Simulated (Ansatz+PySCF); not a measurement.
# sextet CrH: levels of theory in one basis

```xyz
2

Cr    0.0000    0.0000   -0.0718
H     0.0000    0.0000    1.7231
```

Basis set: def2-SVP (spherical functions). Correlated methods keep 5 orbitals frozen. Correlation on ROHF uses semicanonical orbitals with singles. Charge 0, multiplicity 6.

Computed with Ansatz (development build ahead of 0.2.0); each method stands on the lowest determinant of its kind that the runs found. NEVPT2 correlates all electrons. Active spaces start from the frontier orbitals, and the lowest solution found is given.

```csv
method,E − E(ROHF) (eV),<S²> of the determinant
ROHF,0.00,8.75
UHF,-0.20,8.89
UHF-MP2,-6.31,8.89
ROHF-CCSD,-6.84,–
UHF-CCSD,-6.84,8.89
ROHF-CCSD(T),-7.01,–
UHF-CCSD(T),-7.01,8.89
"CASSCF(7,7)",-0.59,–
"SC-NEVPT2(7,7)",-6.38,–
```

(1) What does ROHF-MP2 give on the same scale?

(2) Is a single determinant a sound starting point here?

Results:

(1) -6.25 eV.

(2) By this sign, yes. Unrestricted orbitals gain 0.20 eV and <S²> is 8.89 against 8.75 for a pure state. The CASSCF(7,7) natural occupations are 1.93, 1.00, 1.00, 1.00, 1.00, 1.00, 0.07.
